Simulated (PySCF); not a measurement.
B3LYP has the VWN-RPA correlation part, as in Gaussian. Delta-SCF ions had no search for a lower state. Excitations are Tamm–Dancoff values on a coarser integration grid. The basis has no diffuse functions, so Rydberg states are missing or too high.

Cartesian coordinates (Å):
SMILES: CO[Si]([SiH3])([SiH3])C(F)(F)F
```xyz
18

C      2.5134     0.0172    -0.3884
O      1.3130     0.7576    -0.5146
Si    -0.2014     0.2253    -0.0627
Si    -1.7001     2.0040    -0.3519
Si    -0.2277    -0.7788     2.0711
C     -0.7521    -1.1867    -1.2862
F     -1.0695    -0.7266    -2.5148
F      0.2118    -2.1236    -1.4537
F     -1.8460    -1.8281    -0.8091
H      3.3509     0.6591    -0.6998
H      2.5014    -0.8839    -1.0242
H      2.6893    -0.2981     0.6569
H     -1.4462     3.0458     0.6847
H     -1.5357     2.5937    -1.7099
H     -3.0879     1.4813    -0.1927
H      0.5004    -2.0812     2.0540
H     -1.6416    -1.0096     2.4860
H      0.4281     0.1326     3.0554
```
Charge 0, multiplicity 1.

Problem. What vertical ionisation energy (Delta-SCF), total energy, S1–T1 gap (TDA), T1 excitation (TDA) and S1 oscillator strength does B3LYP-D3(BJ)/def2-TZVP // B3LYP-D3(BJ)/def2-SVP in PySCF give?

Solution. 
```
Quantity                                       Result
--------------------------------------  -------------
vertical ionisation energy (Delta-SCF)        9.61 eV
total energy                            -1325.2096 Ha
S1–T1 gap (TDA)                               0.65 eV
T1 excitation (TDA)                           5.10 eV
S1 oscillator strength                          0.022
```
